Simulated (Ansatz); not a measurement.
`[SiH3][Ga]([Cl])[Cl]` and `C=[CH][Ga]([Cl])[Cl]` differ in one atom or group.

Ansatz, PBE0-D4/def2-TZVP geometries, multiplicity 1. Each molecule was computed in one conformer, which needn't be the lowest.

Scalar relativity is left out up to krypton.

```tsv
property	`[SiH3][Ga]([Cl])[Cl]`
LUMO energy (PBE/def2-TZVPP) / eV	-2.77
HOMO energy (PBE0/def2-TZVPP) / eV	-8.42
HOMO energy (ωB97M-V/def2-TZVPP) / eV	-10.44
HOMO–LUMO gap (PBE0/def2-TZVPP) / eV	6.38
size of the dipole moment (PBE/def2-TZVPP) / D	2.57
HOMO–LUMO gap (B3LYP/def2-TZVPP) / eV	5.94
```

Question: What does the change do to each property? (Estimate.)

Answer: Computed: 
```
                                      property  `C=[CH][Ga]([Cl])[Cl]`  shift
             LUMO energy (PBE/def2-TZVPP) / eV                   -2.72   0.05
            HOMO energy (PBE0/def2-TZVPP) / eV                   -8.74  -0.32
         HOMO energy (ωB97M-V/def2-TZVPP) / eV                  -10.98  -0.54
          HOMO–LUMO gap (PBE0/def2-TZVPP) / eV                    6.88   0.50
size of the dipole moment (PBE/def2-TZVPP) / D                    2.85   0.28
         HOMO–LUMO gap (B3LYP/def2-TZVPP) / eV                    6.39   0.45
```

With PBE0 the HOMO falls by 0.32 eV and the LUMO rises by 0.18 eV, so the gap widens by about 0.50 eV. PBE moves the HOMO by -0.22 eV and ωB97M-V by -0.54 eV. Dipoles are sizes alone; their direction can turn.

B3LYP here is the variant with VWN-RPA as its local correlation; programs differ in this.
